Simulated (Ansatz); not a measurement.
`[CH3][ZnH]` + `C[SiH2]O` → `C[SiH2][O][ZnH]` + CH₄ at 600 K and 1 bar (ligand exchange at a Zn–C bond).

Computed with Ansatz on PBE0-D4/def2-TZVP structures; ΔE is electronic, products minus reactants. CBS: MP2 limit from def2 TZ/QZ plus the TZ coupled-cluster correction, frozen cores. This one scheme is used for every species. For Zn outer-core shells are correlated without core-valence functions, which leaves a few kJ/mol of doubt a bond. Scalar relativity is left out up to krypton. Each species was taken in one conformer, which may not be the lowest.

```
          species  CCSD(T)/CBS energy (Eh)  H − E (kJ/mol)  S (J/(mol·K))
     `[CH3][ZnH]`              -1818.81862           142.4          302.6
       `C[SiH2]O`               -405.96945           226.2          370.0
`C[SiH2][O][ZnH]`              -2184.36423           230.0          451.8
              CH₄                -40.46206           140.4          215.7
```

H − E and S are ideal-gas, rigid-rotor, harmonic terms from PBE0-D4/def2-TZVP, for one conformer and one mirror image of each species. 1 Eh = 2625.50 kJ/mol, R = 8.31446 J/(mol·K).

**Question.** By hand: ΔE, ΔH, ΔS and ΔG.

**Answer.** ΔE = (-2184.36423) + (-40.46206) − (-1818.81862) − (-405.96945) = -0.03822 Eh = -100.3 kJ/mol. Δ(H − E) = 230.0 + 140.4 − 142.4 − 226.2 = 1.8, so ΔH = -98.5 kJ/mol. ΔS = 451.8 + 215.7 − 302.6 − 370.0 = -5.1 J/(mol·K). ΔG = -98.5 − 600 × (-5.1)/1000 = -95.4 kJ/mol.

**Question.** By hand: the equilibrium constant, and the temperature at which ΔG would vanish if ΔH and ΔS stayed fixed.

**Answer.** log₁₀ K = −ΔG/(RT ln 10) = 8.3. ΔG = 0 at ΔH/ΔS = 19314 K, far beyond where these terms or the molecules hold.

The number of gas molecules stays the same, so ΔS is small and ΔH decides. A doubt of 5 kJ/mol in ΔE shifts log₁₀ K by 0.4 here. Other conformers and mirror images would add mixing entropy, several J/(mol·K) or more a flexible species. Modes under 60 cm⁻¹, often nearly free rotors, make the harmonic entropy too high. These are equilibria of isolated gas molecules and say nothing of rates. Largest T1 diagnostic: 0.015 (customary marks: 0.02 for closed shells, 0.045 for open ones).
